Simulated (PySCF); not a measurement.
A run for PySCF: R-HF/STO-3G on H2S2Se (SMILES S[Se]S), a point of a torsion scan.

```python
from pyscf import gto, scf, dft, mp
from pyscf.data.elements import chemcore

mol = gto.M(
    atom='''
    S     1.97551134   -0.00120629   -0.51426996
    Se    0.38002037   -1.44637678   -0.95778614
    S    -0.74711876   -0.49643918   -2.56296120
    H     1.18264674    1.01553293   -0.16723492
    H    -0.05223453   -0.96476427   -3.60429901
    ''',
    basis='sto-3g',
    charge=0, spin=0, verbose=3, max_memory=1800)
mf = scf.RHF(mol)
mf.conv_tol = 1e-8
mf.max_cycle = 100
mf.kernel()
if not mf.converged:
    mf = mf.newton().run(mf.mo_coeff, mf.mo_occ)
```

The log:

```
converged SCF energy = -3161.0735326888
```

The run converged.

Cost: very roughly 0.3 core-seconds.
